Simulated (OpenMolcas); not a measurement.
## 5d⁴ along the 72-electron sequence

```json
{
 "Program": "OpenMolcas",
 "Method": "CASSCF",
 "Basis": "ANO-RCC-VTZP",
 "Scalar Hamiltonian": "DKH2, point nucleus",
 "Spin-orbit coupling": "RASSI with atomic mean-field integrals over the reference wave functions, term energies averaged over their components"
}
```

Active space for each ion: 4 electrons in 5 orbitals (5d).

Computed levels in cm-1 above ⁵D₀:

| Level | W2+ | Re3+ | Os4+ | Ir5+ | Pt6+ | Au7+ |
| --- | --- | --- | --- | --- | --- | --- |
| ⁵D₁ | 1596 | 2445 | 3613 | 5211 | 6973 | 9382 |
| ⁵D₂ | 3519 | 5119 | 7190 | 9901 | 12793 | 16611 |
| ⁵D₃ | 5424 | 7596 | 10273 | 13640 | 17132 | 21585 |
| ³H₄ | 16342 | 19225 | 22180 | 25796 | 29814 | 35057 |
| ³H₅ | 19241 | 23190 | 27287 | 32085 | 37130 | 43330 |
| ³G₃ | 19661 | 23246 | 26828 | 30965 | 35342 | 40708 |
| ³P₁(1) | 19763 | 23821 | 28047 | 33023 | 38268 | 44729 |
| ³F₂(1) | 20527 | 24338 | 28082 | 32313 | 36721 | 42010 |
| ³H₆ | 20787 | 25143 | 29629 | 34820 | 40226 | 46797 |
| weight of ⁵D in the lowest level (%) | 84 | 79 | 73 | 67 | 62 | 56 |

Mixed levels, with the weight of the term that names them: W2+ ³H₄ (66 %), W2+ ³G₃ (58 %), Re3+ ³H₄ (63 %), Re3+ ³G₃ (61 %), Os4+ ⁵D₀ (73 %), Os4+ ³H₄ (61 %), Os4+ ³G₃ (62 %), Ir5+ ⁵D₀ (67 %), Ir5+ ³H₄ (58 %), Ir5+ ³G₃ (63 %), Ir5+ ³F₂(1) (70 %), Ir5+ ³H₆ (74 %), Pt6+ ⁵D₀ (62 %), Pt6+ ³H₄ (56 %), Pt6+ ³G₃ (63 %), Pt6+ ³P₁(1) (74 %), Pt6+ ³F₂(1) (65 %), Pt6+ ³H₆ (71 %), Au7+ ⁵D₀ (56 %), Au7+ ³H₄ (52 %), Au7+ ³G₃ (62 %), Au7+ ³P₁(1) (70 %), Au7+ ³F₂(1) (59 %), Au7+ ³H₆ (68 %).

Measured, with the error of the calculation in %. Measured levels: W2+ from NIST levels as listed in McCann et al., Mon. Not. R. Astron. Soc. 538, 537 (2025); Re3+ from the list in Brasseur, Gamrath and Quinet, At. Data Nucl. Data Tables 157, 101636 (2024); Os4+ from the list in Palmeri et al., Atoms 14, 22 (2026).

```csv
Level,W2+,Re3+,Os4+
⁵D₁,2256 (-29.3),3084 (-20.7),4311 (-16.2)
⁵D₂,4461 (-21.1),5979 (-14.4),8083 (-11.0)
⁵D₃,6278 (-13.6),8350 (-9.0),11018 (-6.8)
³H₄,13701 (+19.3),16946 (+13.4),20374 (+8.9)
³H₅,,20930 (+10.8),25344 (+7.7)
³G₃,,19817 (+17.3),23942 (+12.1)
³P₁(1),12881 (+53.4),19340 (+23.2),24680 (+13.6)
³F₂(1),,19851 (+22.6),
³H₆,,22896 (+9.8),27669 (+7.1)
```

The fine-structure level ⁵D₃ changes by a factor of 3.98 from W2+ to Au7+. Its fourth root runs 8.58, 9.34, 10.07, 10.81, 11.44, 12.12, with steps per unit of Z of 0.75, 0.73, 0.74, 0.63, 0.68; equal steps would mean a (Z - σ)^4 law with constant σ.

³H₄ changes by a factor of 2.15 over the same range, with steps per unit of Z of +2880, +2960, +3620, +4020, +5240 cm-1.

Without dynamic correlation excited terms often stand tens of per cent too high (terms of higher spin than the ground term too low), and those without a measured partner can miss by more than the paired ones. Configurations with an s electron lie low in 5d ions of this charge, fall among these levels and mix in, so low-spin terms can stand far too high, up to twice their true height, and weights are not those of the real levels (holds for W2+). Some levels mix across a computed gap that differs much from the measured one, so their mixing is not that of the real levels (holds for W2+; Re3+). Computed and measured levels are paired by configuration, term and J; levels that our copy of the source lacks, or whose pairing is in doubt (as where it misses far off the trend of its configuration), stay unpaired and out of the deviations. Only configurations of the active space appear.

A number in round brackets counts repeated terms of one configuration in the order of the reference energies.
